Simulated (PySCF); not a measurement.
Mapped SMILES: `[CH2:1]=[C:2]([CH3:3])[SiH2:4][O:5][SiH2:6][O:7][SiH3:8]`. Each H is labelled by its parent atom. Ha(C1) is cis to C3; Hb(C1) is trans to C3.

Geometry: PBE0-D3(BJ)/def2-SVP; GIAO absolute shieldings from PySCF 2.14, gas phase, non-relativistic, averaged over equivalent atoms.

At HF/pcSseg-1 (217 basis functions, 54 s wall time on 1 thread of an Intel Xeon, shared host):
```tsv
atoms	σ (ppm)
C2	39.6
C1	51.8
C3	170.7
Si4	425.6
Si8	438.2
Si6	441.9
O5	299.4
O7	314.4
Ha(C1)	25.49
Hb(C1)	25.72
H(Si4)	27.13
H(Si6)	27.33
H(Si8)	27.39
H(C3)	29.82
```

Q: What do these become at PBE0/pcSseg-1?

A: 
```json
{"atoms": "C2", "σ at PBE0/pcSseg-1": "31.3", "change": "-8.3"}
{"atoms": "C1", "σ at PBE0/pcSseg-1": "46.0", "change": "-5.8"}
{"atoms": "C3", "σ at PBE0/pcSseg-1": "161.6", "change": "-9.1"}
{"atoms": "Si4", "σ at PBE0/pcSseg-1": "379.4", "change": "-46.2"}
{"atoms": "Si8", "σ at PBE0/pcSseg-1": "390.3", "change": "-47.9"}
{"atoms": "Si6", "σ at PBE0/pcSseg-1": "391.7", "change": "-50.2"}
{"atoms": "O5", "σ at PBE0/pcSseg-1": "275.4", "change": "-24.0"}
{"atoms": "O7", "σ at PBE0/pcSseg-1": "295.7", "change": "-18.7"}
{"atoms": "Ha(C1)", "σ at PBE0/pcSseg-1": "25.00", "change": "-0.49"}
{"atoms": "Hb(C1)", "σ at PBE0/pcSseg-1": "25.20", "change": "-0.52"}
{"atoms": "H(Si4)", "σ at PBE0/pcSseg-1": "26.15", "change": "-0.98"}
{"atoms": "H(Si6)", "σ at PBE0/pcSseg-1": "26.23", "change": "-1.10"}
{"atoms": "H(Si8)", "σ at PBE0/pcSseg-1": "26.37", "change": "-1.02"}
{"atoms": "H(C3)", "σ at PBE0/pcSseg-1": "29.36", "change": "-0.46"}
```

The largest change is at Si6 (silicon bonded to 2 O, 2 H). Cost: 217 basis functions, 120 s wall time on 1 thread of an Intel Xeon, shared host. The order of the carbon signals is the same at both levels.
